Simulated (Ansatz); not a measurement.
Geometry optimisation, RKS PBE-D4/6-31G* (Ansatz 0.2.0).

Input:

```yaml
crystal:
  periodic: [false, false, false]
  atoms:
    - { symbol: B, position_ang: [0.0, 0.0, 0.0] }
    - { symbol: "N", position_ang: [0.0, 0.0, 1.9] }
    - { symbol: H, position_ang: [-0.877, -0.2713, 2.43] }
    - { symbol: H, position_ang: [0.877, 0.2713, 2.43] }
    - { symbol: C, position_ang: [1.3856, 0.0, -0.8] }
    - { symbol: H, position_ang: [1.7152, -1.0462, -0.9702] }
    - { symbol: H, position_ang: [1.2491, 0.508, -1.7774] }
    - { symbol: H, position_ang: [2.1552, 0.5381, -0.2082] }
    - { symbol: C, position_ang: [-1.3856, 0.0, -0.8] }
    - { symbol: H, position_ang: [-1.9458, -0.9305, -0.5708] }
    - { symbol: H, position_ang: [-1.9898, 0.8797, -0.4946] }
    - { symbol: H, position_ang: [-1.1839, 0.0508, -1.8903] }
    - { symbol: H, position_ang: [0.0623, -1.4126, 0.4698] }
    - { symbol: H, position_ang: [0.0513, -1.1628, 1.3606] }
basis:
  gaussian: { orbitals: "6-31G*" }
hamiltonian:
  xc: pbe
  dispersion: d4
relax:
  f_tol: 0.15
  max_steps: 25
  restrain:
    - { distance: [0, 12], at: 1.19, k: 30.0 }
    - { distance: [13, 1], at: 1.06, k: 30.0 }
    - { distance: [0, 1], at: 2.75, k: 30.0 }
    - { distance: [13, 12], at: 1.86, k: 30.0 }
output:
  orbitals: {}
```

Command:

```bash
$ ansatz run input.yaml --threads 1 --pin off --max-ram 2048MiB --backend cpu --events-out ev --progress --plain --runs-dir out
```

Question: Where does it end, and by what steps?

Answer: The run converged. The restraints hold the end off the free minimum. After 9 steps the energy has fallen by 2.342 eV (the restraints' own energy left out); H6 moved furthest, 0.82 Å.

```json
{"step": "0", "energy less start (eV)": "0.0000", "largest force component (eV/Å)": "3.453", "accepted": "yes"}
{"step": "1", "energy less start (eV)": "-0.5032", "largest force component (eV/Å)": "3.944", "accepted": "yes"}
{"step": "2", "energy less start (eV)": "-0.8711", "largest force component (eV/Å)": "3.640", "accepted": "yes"}
{"step": "3", "energy less start (eV)": "-1.2823", "largest force component (eV/Å)": "2.215", "accepted": "yes"}
{"step": "4", "energy less start (eV)": "-1.6876", "largest force component (eV/Å)": "2.299", "accepted": "yes"}
{"step": "5", "energy less start (eV)": "-2.1018", "largest force component (eV/Å)": "2.091", "accepted": "yes"}
{"step": "6", "energy less start (eV)": "-2.2941", "largest force component (eV/Å)": "1.003", "accepted": "yes"}
{"step": "7", "energy less start (eV)": "-2.3211", "largest force component (eV/Å)": "0.683", "accepted": "yes"}
{"step": "8", "energy less start (eV)": "-2.3311", "largest force component (eV/Å)": "0.627", "accepted": "yes"}
{"step": "9", "energy less start (eV)": "-2.3422", "largest force component (eV/Å)": "0.602", "accepted": "yes"}
```

```xyz
14
Properties=species:S:1:pos:R:3
B 0.058 -0.655 -0.457
N -0.031 0.028 2.196
H -0.923 0.170 2.682
H 0.715 0.181 2.882
C 1.391 0.009 -0.976
H 1.911 -0.678 -1.673
H 1.239 0.966 -1.505
H 2.099 0.173 -0.143
C -1.367 -0.153 -0.903
H -2.224 -0.736 -0.528
H -1.502 0.902 -0.599
H -1.418 -0.142 -2.011
H 0.162 -1.664 0.192
H 0.003 -0.977 1.924
```

Time of the run: 32 s on 1 thread of Arm Neoverse V1, with other jobs on the host, peak memory 0.14 GiB.
